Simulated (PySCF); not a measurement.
## The Cu–Cl bond energy of CuCl₄

These are results of PBE/[Cu def2-SVP, Cl def2-SVP], no relativity, density fitting, PySCF, not measurements.

Each entry is the lowest minimum that a search over a few typed start shapes (and spin states, where more than one is plausible) found, or that minimum re-optimised at the stated level; isomers with ligand–ligand bonds, or fragments after loss of a ligand pair, can lie lower.

Total energies (Eh), which compare only within these settings: Cl atom -459.79704.

```csv
species,2S+1,group,E (Eh),ZPE (kJ/mol)
CuCl₃,3,D3h,-3019.68515,8.1
CuCl₄,2,D4h,-3479.54613,11.6
```

Question: What are De and D0 for CuCl₄ → CuCl₃ + Cl?

Answer: De = [(-3019.68515) + (-459.79704) − (-3479.54613)] × 2625.5 = 168 kJ/mol. The zero-point energy changes by -3.5 kJ/mol, so D0 = 164 kJ/mol.

Atoms and open shells are unrestricted, without spin–orbit or basis-set superposition corrections.

One determinant describes each species, so states of open d or f shells may be missed.
